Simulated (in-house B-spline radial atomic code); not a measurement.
Response and correlation of the lanthanum ion La⁴⁵⁺

Closed shell [Ne] 3s2. Computed with a B-spline radial code for spherical atoms: Dirac-Hartree-Fock, relativistic RPA (time-dependent Dirac-Hartree-Fock) for the response and second-order many-body perturbation theory for correlation, no-pair Dirac-Coulomb Hamiltonian, finite nucleus.

```csv
"multipole (bohr³, bohr⁵, bohr⁷)",uncoupled,coupled RPA
dipole,0.0092598,0.010848
quadrupole,0.00021218,?
octupole,8.5776e-06,8.8455e-06
```

What is the coupled quadrupole polarisability?

0.00024223 atomic units, +14 % against the uncoupled value.

Which subshells carry the dipole polarisability?

3s1/2 99.6 %, 2p3/2 0.3 %, 2p1/2 0.1 %.

What does the dipole shielding factor come to?

The dipole shielding factor is 0.210, against the exact N/Z = 12/57 = 0.211 of the non-relativistic theorem.

Dipole polarisability at imaginary frequency:

```csv
u (Eh),α(iu) (bohr³)
0,0.01085
6.24,0.005768
15.6,0.0021
31.2,0.0008282
46.8,0.0005146
62.4,0.0003816
93.6,0.0002577
125,0.0001948
156,0.0001553
218,0.0001063
312,6.64e-05
468,3.594e-05
624,2.227e-05
936,1.088e-05
1560,4.231e-06
3120,1.126e-06
```

What dispersion coefficients follow for two such ions (the dispersion part alone)?

C6 = (3/π)∫α(iu)²du = 0.0006108 hartree·bohr⁶ and C8 = 0.0001047 hartree·bohr⁸.

Lowest J = 1 odd-parity excitations:

```csv
energy (eV),oscillator strength,leading channel,weight
98.768,0.0456,3s1/2 → p1/2,0.978
229.81,0.503,3s1/2 → p3/2,0.977
1746.7,0.219,3s1/2 → p1/2,0.998
1792.5,0.378,3s1/2 → p3/2,0.998
2474.6,0.0611,3s1/2 → p1/2,0.999
2497.4,0.112,3s1/2 → p3/2,0.999
2862,0.0273,3s1/2 → p1/2,0.999
2875.1,0.0514,3s1/2 → p3/2,0.999
```

Second-order correlation energy by the highest angular momentum of the excited pair (hartree): s -0.02135, p -0.2436, d -0.2425, f -0.05895, g -0.02169, h -0.00816, i -0.003722, k -0.001927.

What is the second-order correlation energy at the partial-wave limit?

The listed waves sum to -0.6019 hartree; extrapolating the increments as (l + 1/2)⁻⁴ gives -0.60584 hartree, -1.37 eV per electron.
